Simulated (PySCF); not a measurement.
PySCF 2.14 output of an unrestricted PBE calculation on a single atom or ion in aug-cc-pwCVTZ-DK with one added diffuse shell each of s, p, d, f, g type (11s10p8d5f4g, 152 functions), with the spin-free X2C one-electron Hamiltonian (Gaussian nucleus):

```
SCF conv_tol = 1e-09
number electrons alpha = 13  beta = 9
    J. P. Perdew, K. Burke, and M. Ernzerhof.,  Phys. Rev. Lett. 77, 3865 (1996)
    J. P. Perdew, K. Burke, and M. Ernzerhof.,  Phys. Rev. Lett. 78, 1396 (1997)
    J. P. Perdew, K. Burke, and M. Ernzerhof.,  Phys. Rev. Lett. 77, 3865 (1996)
    J. P. Perdew, K. Burke, and M. Ernzerhof.,  Phys. Rev. Lett. 78, 1396 (1997)
cycle= 1 E= -1156.19771923304  delta_E= -0.0146  |g|= 0.0282  |ddm|= 0.613
cycle= 2 E= -1156.19779485619  delta_E= -7.56e-05  |g|= 0.0157  |ddm|= 0.0637
cycle= 3 E= -1156.19782768011  delta_E= -3.28e-05  |g|= 0.00522  |ddm|= 0.0439
cycle= 4 E= -1156.19783108542  delta_E= -3.41e-06  |g|= 0.0001  |ddm|= 0.011
cycle= 5 E= -1156.19783108636  delta_E= -9.37e-10  |g|= 6.79e-06  |ddm|= 0.000253
converged SCF energy = -1156.19783108636  <S^2> = 6.0004053  2S+1 = 5.0001621
```

The run itself started from symmetry-adapted Hartree-Fock orbitals and held the occupation by maximum overlap, on a logarithmic radial grid, so the iterations belong to that start.

Which element, charge and spin multiplicity is this?

Mn³⁺ (manganese, charge +3), multiplicity 5; the state was [Ar] 3d4, high-spin 5D determinant.
